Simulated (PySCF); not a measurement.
# Converging BiCl⁺ in the basis (PBE0)

PySCF, UKS reference; doublet, unpaired electrons π ↑; De to Bi⁺ + Cl without counterpoise correction.

| basis | relativity | functions | Re (Å) | ωe (cm⁻¹) | De (eV) | μ (D) |
| --- | --- | --- | --- | --- | --- | --- |
| def2-SVP | scalar-relativistic core potentials | 44 | 2.372 | 403 | n/a | -2.06 |
| cc-pVDZ-PP/cc-pV(D+d)Z | scalar-relativistic core potentials | 46 | 2.362 | 398 | n/a | -2.07 |
| def2-SVPD | scalar-relativistic core potentials | 59 | 2.376 | 399 | n/a | -1.96 |

(1) How does each smaller set differ from the one with most functions, def2-SVPD?

A positive dipole points towards Cl; it is taken about the centre of mass and depends on that origin. Spin–orbit coupling is left out, which matters for elements this heavy, above all for dissociation energies. The state is the lowest determinant that a PBE0 search found; another state may lie lower at other levels.

Results:

(1) def2-SVP: -0.4 pm, +1.0 % in ωe; cc-pVDZ-PP/cc-pV(D+d)Z: -1.4 pm, -0.3 % in ωe. All at PBE0; the set with most functions is neither the basis-set limit nor always the best.
